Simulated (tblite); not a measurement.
Compound: C6H13O (doublet state).
Cartesian coordinates in Å at the GFN2-xTB level; atoms count from 1:
```
atom  x, y, z in Å
C1    -1.5578    0.4150    1.0498
C2    -0.4572    0.1041    0.0347
C3    -1.0336   -0.7382   -1.1024
C4     0.1094    1.4095   -0.5239
C5     0.6720   -0.6937    0.7652
C6     1.8273   -1.0728   -0.0674
O7     2.8855   -0.2224   -0.2695
H8    -2.3552    0.9881    0.5816
H9    -1.9851   -0.5033    1.4462
H10   -1.1651    0.9958    1.8820
H11   -1.8552   -0.2115   -1.5837
H12   -0.2718   -0.9417   -1.8503
H13   -1.4090   -1.6872   -0.7254
H14    0.9053    1.2085   -1.2372
H15    0.5038    2.0337    0.2769
H16   -0.6695    1.9705   -1.0361
H17    0.2171   -1.5992    1.1749
H18    1.0165   -0.0782    1.6041
H19    1.7980   -1.8747   -0.7795
H20    2.8193    0.5084    0.3568
```

The geometry is computed with GFN2-xTB (gas phase). This method treats the open shell by occupation alone, without spin polarisation.

Take the most abundant isotopes and a rigid rotor. The values belong to one conformer with, in the numbering `[CH3:1][C:2]([CH3:3])([CH3:4])[CH2:5][CH:6][OH:7]`, C2–C5–C6–O7 86°, C5–C6–O7–H 13°.

Task: Give the principal moments of inertia and the rotational constants in MHz.

Result: Ia = 125.35, Ib = 305.05, Ic = 314.23 u·Å²; 505379 MHz·u·Å²/I gives A = 4032, B = 1657, C = 1608 MHz.

Task: What kind of rotor is it?

Result: A near-prolate asymmetric top: κ = (2 × 1657 − 4032 − 1608)/(4032 − 1608) = -0.96.

Task: What does the inertial defect say?

Result: Not planar: Δ = Ic − Ia − Ib = -116.17 u·Å². For a rigid frame Δ = −2 Σ m c², so Σ m c² = 58.09 u·Å² lies off the ab plane: 19.77 from hydrogen and 38.31 from heavier atoms. The atom farthest from that plane is 1.83 Å away.

Task: List the rotational levels J(Ka,Kc) to J = 2 (K).

Result: Above 0(0,0), as E/k:
J = 1: 1(0,1) 0.157, 1(1,1) 0.271, 1(1,0) 0.273
J = 2: 2(0,2) 0.470, 2(1,2) 0.582, 2(1,1) 0.589, 2(2,1) 0.931, 2(2,0) 0.931

Task: Estimate the classical rotational partition function at 10 K, 100 K and 200 K.

Result: Point group C1, symmetry number σ = 1; q = (√π/σ)·√((kT/h)³/(ABC)), k/h = 20836.6 MHz/K: 1630 at 10 K, 51400 at 100 K, 145000 at 200 K.

For this open shell read J as N, the rotation without spin; fine and hyperfine splittings come on top. Its GFN2-xTB frequencies are all real (lowest 63 cm⁻¹). Zero-point vibration and centrifugal distortion are left out.
